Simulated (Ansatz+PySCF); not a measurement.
A calculation with Ansatz (development build ahead of 0.2.0).

```yaml
crystal:
  periodic: [false, false, false]
  atoms:
    - { symbol: F, position_ang: [0.0, 0.0, 0.0] }
basis:
  gaussian: { orbitals: aug-cc-pVDZ }
total_charge: -1
hamiltonian:
  xc: hf
correlation:
  method: mp2
  frozen_orbitals: { F: 1 }
```

The input is written out in the form of the current development build from the run's settings.

Results

| Quantity | Value |
| --- | --- |
| Converged | yes |
| Reference energy | -99.42828 hartree |
| Correlation energy | -0.23766 hartree |
| Total energy | -99.66595 hartree |
| Spin squared of the determinant | 0.000 |
| Stability test | minimum among restricted orbitals |
| Occupied orbitals by symmetry in an Abelian subgroup (alpha; beta) | 2 Ag 1 B1u 1 B2u 1 B3u; 2 Ag 1 B1u 1 B2u 1 B3u |
